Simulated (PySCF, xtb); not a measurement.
Si(Cl)2(GeH3)(OH) (Cl2GeH4OSi), SMILES O[Si](Cl)(Cl)[GeH3]. One conformer was computed; it need not be the lowest.

Harmonic wavenumbers (cm⁻¹) from GFN2-xTB (xtb 6.7.1) at its own minimum, in rising order: 26, 78, 100, 148, 155, 186, 224, 344, 420, 425, 496, 534, 762, 797, 871, 874, 900, 1989, 2070, 2095, 3646.

Problem. What does PySCF with PBE-D3(BJ)/def2-SVP give at its own minimum? (An estimate is asked for; the answer gives what the named calculation found.)

Solution. 83, 95, 105, 178, 186, 194, 291, 351, 454, 462, 534, 574, 759, 790, 847, 847, 904, 2086, 2104, 2106, 3734. Paired by order, the mean absolute difference is 32 cm⁻¹ and the zero-point energies are 24.5 and 25.3 kcal/mol.
